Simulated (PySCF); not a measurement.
Simulation results for GeH2NO2, GeH3NOSi, GeH5N2O, AlGeH3N2

All values are calculated (PySCF 2.14.0). Calculation on a computer-drawn molecule: optimised geometry and harmonic frequencies of an isolated molecule of the commonest isotopes, restricted reference for singlets and unrestricted otherwise, frozen core in MP2; on germanium a core potential holds 10 electrons, which the energies leave out, and 3d is frozen in MP2 and coupled-cluster steps.

```json
{"entry": 1, "formula": "GeH2NO2", "start_structure": {"atoms_angstrom": [["N", -1.203, 1.3535, -0.1529], ["Ge", -2.878, 0.6207, -0.3794], ["O", -3.9971, 1.7513, -0.8387], ["O", -2.8893, -1.0099, -0.0924], ["H", -0.5574, 0.8433, 0.4148], ["H", -1.1558, 2.3384, 0.0115]]}, "given": {"charge": -1, "multiplicity": 1, "method": "MP2", "basis": "aug-cc-pVDZ", "basis_and_core_potential_on_germanium": "aug-cc-pVDZ-PP ECP10MDF", "drawn_bonds_atom": [1, 2, 2, 1, 1], "drawn_bonds_other_atom": [2, 3, 4, 5, 6], "drawn_bonds_order": [1, 2, 1, 1, 1]}, "results": {"optimised_atom_element": ["N", "Ge", "O", "O", "H", "H"], "optimised_atom_x [angstrom]": [-1.143, -2.881, -4.029, -2.883, -0.5708, -1.173], "optimised_atom_y [angstrom]": [1.358, 0.6182, 1.797, -1.063, 0.8419, 2.344], "optimised_atom_z [angstrom]": [-0.2226, -0.3832, -0.8453, -0.0726, 0.4462, 0.04045], "modes_frequency [cm^-1]": [212.8, 244.2, 274.2, 343.7, 507.5, 610.5, 812.7, 865.1, 905.5, 1514, 3507, 3634], "modes_reduced_mass [dalton]": [3.19, 11.16, 17.16, 1.188, 1.692, 2.622, 16.71, 1.269, 7.761, 1.104, 1.048, 1.094], "rotational_constants [GHz]": [6.927, 6.129, 3.266], "total_energy [hartree]": -499.4885, "convergence_status_largest_gradient_component [hartree/bohr]": 1.31e-05}}
{"entry": 2, "formula": "GeH3NOSi", "start_structure": {"atoms_angstrom": [["N", 0.1662, -1.632, -1.4793], ["Ge", 1.3157, -1.441, -0.1207], ["O", 1.8848, -2.7453, 0.6672], ["Si", 2.7306, 0.4194, -0.5885], ["H", -0.4082, -2.5579, -1.5296], ["H", -0.451, -1.0017, -1.866], ["H", 2.2822, 1.3613, 0.458]]}, "given": {"charge": 0, "multiplicity": 1, "method": "HF", "basis": "cc-pV(D+d)Z", "basis_and_core_potential_on_germanium": "cc-pVDZ-PP ECP10MDF", "drawn_bonds_atom": [1, 2, 2, 1, 1, 4], "drawn_bonds_other_atom": [2, 3, 4, 5, 6, 7], "drawn_bonds_order": [1, 2, 1, 1, 1, 1]}, "results": {"optimised_atom_element": ["N", "Ge", "O", "Si", "H", "H", "H"], "optimised_atom_x [angstrom]": [0.08921, 1.503, 1.879, 2.835, -0.5417, -0.2726, 2.028], "optimised_atom_y [angstrom]": [-1.674, -1.525, -2.728, 0.5125, -2.449, -0.9356, 1.202], "optimised_atom_z [angstrom]": [-1.411, -0.3215, 0.7069, -0.6042, -1.322, -1.981, 0.4734], "modes_frequency [cm^-1]": [100.3, 123.9, 161.7, 202.6, 241.5, 340.7, 426.4, 688.2, 757.9, 833.7, 1026, 1664, 2167, 3773, 3893], "modes_reduced_mass [dalton]": [7.679, 1.231, 2.142, 1.598, 4.987, 10.71, 1.086, 1.114, 5.135, 1.26, 17.58, 1.119, 1.042, 1.049, 1.099], "rotational_constants [GHz]": [6.59, 2.698, 1.948], "total_energy [hartree]": -713.2941, "convergence_status_largest_gradient_component [hartree/bohr]": 2.666e-05}}
{"entry": 3, "formula": "GeH5N2O", "start_structure": {"atoms_angstrom": [["N", 0.0843, -1.6751, 1.6991], ["Ge", 0.2756, -0.0105, 0.9321], ["N", 2.1257, 0.0204, 0.3762], ["O", -0.6595, -0.3438, -0.5848], ["H", 0.1294, -1.7187, 2.7582], ["H", -0.6936, -2.196, 1.451], ["H", 2.4425, 0.899, 0.0089], ["H", 2.6376, -0.4198, 1.0504], ["H", -0.0883, -0.236, -1.4464]]}, "given": {"charge": 0, "multiplicity": 2, "method": "HF", "basis": "cc-pVDZ", "basis_and_core_potential_on_germanium": "cc-pVDZ-PP ECP10MDF", "drawn_bonds_atom": [1, 2, 2, 1, 1, 3, 3, 4], "drawn_bonds_other_atom": [2, 3, 4, 5, 6, 7, 8, 9], "drawn_bonds_order": [1, 1, 1, 1, 1, 1, 1, 1]}, "results": {"optimised_atom_element": ["N", "Ge", "N", "O", "H", "H", "H", "H", "H"], "optimised_atom_x [angstrom]": [0.1226, 0.303, 2.067, -0.6632, 0.1196, -0.7026, 2.444, 2.684, -0.1207], "optimised_atom_y [angstrom]": [-1.682, -0.08776, 0.05594, -0.2852, -1.61, -2.186, 0.9877, -0.5286, -0.3448], "optimised_atom_z [angstrom]": [1.748, 0.8451, 0.3253, -0.6415, 2.751, 1.465, 0.3035, 0.8652, -1.417], "modes_frequency [cm^-1]": [121.6, 154.2, 230.9, 236.4, 262.2, 320.7, 590.0, 633.0, 685.8, 716.0, 729.0, 917.6, 924.8, 940.3, 1684, 1689, 3728, 3731, 3822, 3828, 4131], "modes_reduced_mass [dalton]": [1.279, 1.217, 2.47, 2.979, 3.32, 1.16, 1.647, 2.03, 2.473, 2.41, 7.812, 1.147, 1.148, 1.144, 1.099, 1.096, 1.051, 1.051, 1.094, 1.094, 1.067], "rotational_constants [GHz]": [5.743, 5.414, 3.36], "total_energy [hartree]": -480.0771, "spin_squared": 0.7618, "convergence_status_largest_gradient_component [hartree/bohr]": 4.928e-05}}
{"entry": 4, "formula": "AlGeH3N2", "start_structure": {"atoms_angstrom": [["N", -2.1045, -0.9902, 2.0111], ["Al", -1.2601, -0.4683, 0.6943], ["Ge", -0.155, 0.5965, -1.4374], ["N", 1.0906, -0.6213, -1.6966], ["H", -1.9227, -1.8118, 2.537], ["H", 1.7102, -0.5281, -2.4638], ["H", 1.2577, -1.5211, -1.2513]]}, "given": {"charge": 0, "multiplicity": 1, "method": "HF", "basis": "cc-pV(D+d)Z", "basis_and_core_potential_on_germanium": "cc-pVDZ-PP ECP10MDF", "drawn_bonds_atom": [1, 2, 3, 1, 4, 4], "drawn_bonds_other_atom": [2, 3, 4, 5, 6, 7], "drawn_bonds_order": [2, 1, 1, 1, 1, 1]}, "results": {"optimised_atom_element": ["N", "Al", "Ge", "N", "H", "H", "H"], "optimised_atom_x [angstrom]": [-1.857, -1.205, -0.1619, 1.094, -2.258, 1.725, 1.279], "optimised_atom_y [angstrom]": [-1.219, -0.5231, 0.6465, -0.6197, -1.652, -0.5114, -1.466], "optimised_atom_z [angstrom]": [1.95, 0.6609, -1.441, -1.751, 2.747, -2.525, -1.248], "modes_frequency [cm^-1]": [82.94, 111.7, 207.7, 255.0, 490.5, 526.7, 528.8, 558.9, 737.0, 833.7, 1211, 1697, 3764, 3873, 3986], "modes_reduced_mass [dalton]": [4.991, 8.028, 8.144, 11.69, 1.15, 1.173, 1.134, 1.073, 5.456, 1.19, 9.373, 1.112, 1.05, 1.098, 1.086], "rotational_constants [GHz]": [11.16, 1.497, 1.32], "total_energy [hartree]": -645.9085, "convergence_status_largest_gradient_component [hartree/bohr]": 2.106e-05}}
{"entry": 5, "formula": "AlGeH3N2", "start_structure": {"atoms_angstrom": [["N", -1.8574, -1.2192, 1.9503], ["Al", -1.2048, -0.5231, 0.6609], ["Ge", -0.1619, 0.6465, -1.4414], ["N", 1.0939, -0.6197, -1.7512], ["H", -2.258, -1.6516, 2.7473], ["H", 1.7255, -0.5114, -2.5247], ["H", 1.2789, -1.4658, -1.2479]]}, "given": {"charge": 0, "multiplicity": 1, "method": "MP2", "basis": "cc-pV(D+d)Z", "basis_and_core_potential_on_germanium": "cc-pVDZ-PP ECP10MDF", "drawn_bonds_atom": [1, 2, 3, 1, 4, 4], "drawn_bonds_other_atom": [2, 3, 4, 5, 6, 7], "drawn_bonds_order": [2, 1, 1, 1, 1, 1]}, "results": {"optimised_atom_element": ["N", "Al", "Ge", "N", "H", "H", "H"], "optimised_atom_x [angstrom]": [-1.972, -1.089, -0.1845, 1.125, -2.36, 1.731, 1.366], "optimised_atom_y [angstrom]": [-1.138, -0.6918, 0.6101, -0.6074, -1.604, -0.4327, -1.48], "optimised_atom_z [angstrom]": [2.007, 0.6785, -1.387, -1.795, 2.818, -2.598, -1.33], "modes_frequency [cm^-1]": [41.32, 49.28, 173.7, 249.0, 412.8, 417.4, 489.9, 559.3, 703.5, 759.9, 1035, 1559, 3563, 3688, 3724], "modes_reduced_mass [dalton]": [7.313, 10.63, 5.273, 14.22, 1.096, 1.129, 1.219, 1.045, 5.03, 1.215, 8.711, 1.115, 1.049, 1.098, 1.085], "rotational_constants [GHz]": [11.18, 1.487, 1.313], "total_energy [hartree]": -646.3960, "convergence_status_largest_gradient_component [hartree/bohr]": 1.391e-05}}
{"entry": 6, "formula": "AlGeH3N2", "start_structure": {"atoms_angstrom": [["N", 0.2092, -0.0241, -2.3878], ["Al", -0.2486, 0.9358, -1.0595], ["N", -0.7474, 1.9714, 0.3684], ["Ge", -1.9031, 1.775, 1.8309], ["H", -0.3613, -0.9818, -2.2733], ["H", -0.3001, 2.8738, 0.3397], ["H", -1.4743, 3.2533, 2.4288]]}, "given": {"charge": 0, "multiplicity": 1, "method": "HF", "basis": "cc-pV(D+d)Z", "basis_and_core_potential_on_germanium": "cc-pVDZ-PP ECP10MDF", "drawn_bonds_atom": [1, 2, 3, 1, 3, 4], "drawn_bonds_other_atom": [2, 3, 4, 5, 6, 7], "drawn_bonds_order": [2, 1, 1, 1, 1, 1]}, "results": {"optimised_atom_element": ["N", "Al", "N", "Ge", "H", "H", "H"], "optimised_atom_x [angstrom]": [-0.1346, -0.4106, -0.7124, -1.829, 0.01837, -0.2274, -1.53], "optimised_atom_y [angstrom]": [-0.2176, 0.8433, 2.031, 1.845, -0.8957, 2.912, 3.286], "optimised_atom_z [angstrom]": [-2.057, -0.9053, 0.3747, 1.844, -2.761, 0.3089, 2.443], "modes_frequency [cm^-1]": [93.87, 150.1, 201.2, 257.1, 417.2, 455.6, 569.2, 663.5, 798.4, 882.8, 1167, 1289, 1978, 3757, 4012], "modes_reduced_mass [dalton]": [8.549, 2.328, 15.86, 1.98, 1.138, 1.206, 3.684, 1.122, 2.038, 1.614, 1.246, 9.536, 1.022, 1.075, 1.087], "rotational_constants [GHz]": [26.42, 1.22, 1.166], "total_energy [hartree]": -645.9163, "convergence_status_largest_gradient_component [hartree/bohr]": 3.853e-05}}
```
